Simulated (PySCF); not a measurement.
Si(CF3)(Cl)2(H) (CHCl₂F₃Si), SMILES FC(F)(F)[SiH](Cl)Cl.

The structure is a stationary point at ωB97X-D3(BJ)/def2-SVP.

These are TDDFT-PBE/def2-SVPD in PySCF values and carry that method's errors.

Vertical excitations. Isolated molecule, no solvent. State labels are in the subgroup Cs.

Question: Give excitation energies, oscillator strengths and character. (Estimate from the structure and the level; the computed values follow.)

Answer: 
| state | symmetry | energy (eV) | λ (nm) | f | main pairs |
|---|---|---|---|---|---|
| S1 | A' | 6.67 | 186 | 0.006 | HOMO→LUMO 99 % |
| S2 | A" | 6.95 | 178 | 0.001 | HOMO→LUMO+1 98 % |
| S3 | A" | 7.25 | 171 | 0.036 | HOMO−1→LUMO 91 % |
| S4 | A' | 7.32 | 169 | 0.007 | HOMO−1→LUMO+1 90 % |
| S5 | A" | 7.33 | 169 | 0.000 | HOMO−2→LUMO 96 % |
| S6 | A' | 7.50 | 165 | 0.021 | HOMO−3→LUMO 77 % |
| S7 | A' | 7.55 | 164 | 0.008 | HOMO−2→LUMO+1 86 % |
| S8 | A" | 7.81 | 159 | 0.051 | HOMO−3→LUMO+1 87 % |
| S9 | A' | 7.83 | 158 | 0.027 | HOMO→LUMO+2 84 % |
| S10 | A" | 8.08 | 153 | 0.007 | HOMO−1→LUMO+2 99 % |
| T1 | A' | 6.39 | 194 | 0 | HOMO→LUMO 99 % |
| T2 | A" | 6.58 | 188 | 0 | HOMO→LUMO+1 99 % |
| T3 | A" | 6.74 | 184 | 0 | HOMO−1→LUMO 99 % |
| T4 | A' | 7.03 | 176 | 0 | HOMO−1→LUMO+1 96 % |
Triplets are in the Tamm–Dancoff approximation, which puts them higher than full response would, so one can lie above its singlet here.
